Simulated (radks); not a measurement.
The numbers below are computed, except where a source is named.
Q: The zinc ion Zn10+, configuration [Ar] 3d2. Level of theory: Dirac Kohn-Sham, PBE, spin-unpolarised, spherical densities, point nucleus; open shells fill j = l - 1/2 first (a radial shooting solver on a logarithmic mesh with Libxc functionals). Some entries of the table are withheld. Estimate them.

orbital  occ.  eigenvalue (hartree)  <r> (bohr)
1s1/2       2             -360.1547     0.05032
2s1/2       2             -52.96278      0.2255
2p1/2       2                   (1)         (2)
2p3/2       4                   (3)         (4)
3s1/2       2                   (5)         (6)
3p1/2       2                   (7)      0.6233
3p3/2       4                   (8)      0.6301
3d3/2       2              -9.33856      0.6051
3d5/2       0              -9.31383      0.6071

A: 
(1) 2p1/2 eigenvalue (hartree): -47.88081
(2) 2p1/2 <r> (bohr): 0.1956
(3) 2p3/2 eigenvalue (hartree): -47.00347
(4) 2p3/2 <r> (bohr): 0.1989
(5) 3s1/2 eigenvalue (hartree): -13.84749
(6) 3s1/2 <r> (bohr): 0.6239
(7) 3p1/2 eigenvalue (hartree): -12.19197
(8) 3p3/2 eigenvalue (hartree): -12.04548
